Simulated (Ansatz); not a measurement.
Relaxation of GeF₂⁻ with UKS PBE-D4/def2-TZVPD.

```sh
$ ansatz run in.yaml --threads 4 --pin off --events-out ev --progress --plain --max-ram 3916MiB
```

```yaml
crystal:
  periodic: [false, false, false]
  atoms:
    - {symbol: Ge, position_ang: [-0.615000, -0.374260, -0.215500]}
    - {symbol: F, position_ang: [-0.542360, 1.729140, -0.142900]}
    - {symbol: F, position_ang: [1.157360, -1.354880, 0.358390]}
basis:
  gaussian: {orbitals: def2-TZVPD}
total_charge: -1
magnetization: {spin_polarized: true, initial_magnetization: 1}
hamiltonian: {xc: pbe, dispersion: d4}
scf: {lower_state_search: "off"}
output: {orbitals: {seedname: orbitals}}
relax: {f_tol: 0.02, max_steps: 100}
```

Hardware: 4 threads of Arm Neoverse V1 on a shared host. Wall time 4.3 s.

Positions (Å) and forces (eV/Å) at steps 1, 2, 3, 4, 5 of 5:

```xyz
3
step=1 energy=-61943.3262 eV
Ge   -0.615   -0.374   -0.215    1.079    0.658    0.378
F    -0.542    1.729   -0.143    0.167   -1.610    0.019
F     1.157   -1.355    0.358   -1.246    0.953   -0.397
3
step=2 energy=-61943.7131 eV
Ge   -0.661   -0.402   -0.232    0.920    0.561    0.322
F    -0.427    1.576   -0.108    0.033   -1.176   -0.016
F     1.089   -1.174    0.339   -0.954    0.616   -0.307
3
step=3 energy=-61943.7880 eV
Ge   -0.619   -0.376   -0.217   -1.770   -1.081   -0.620
F    -0.355    1.393   -0.087    0.452    1.328    0.183
F     0.974   -1.017    0.304    1.317   -0.248    0.438
3
step=4 energy=-61943.9115 eV
Ge   -0.679   -0.413   -0.238   -0.025   -0.015   -0.009
F    -0.329    1.420   -0.078    0.027   -0.019    0.009
F     1.008   -1.007    0.316   -0.002    0.034    0.000
3
step=5 energy=-61943.9119 eV
Ge   -0.686   -0.417   -0.240    0.015    0.009    0.005
F    -0.319    1.411   -0.075   -0.010    0.000   -0.003
F     1.006   -0.993    0.316   -0.005   -0.009   -0.002
```

The highest occupied level of the charge -1 doublet lies above zero (up to 2.13 eV). By energy differences its removal costs 0.89 eV (vertical, to the charge 0 singlet, at PBE-D4/def2-TZVPD); a positive level beside a positive removal energy at the same level points to self-interaction error. The relaxation made no stability test and no search for a lower SCF solution. The structure comes from a short search, and lower isomers may exist.
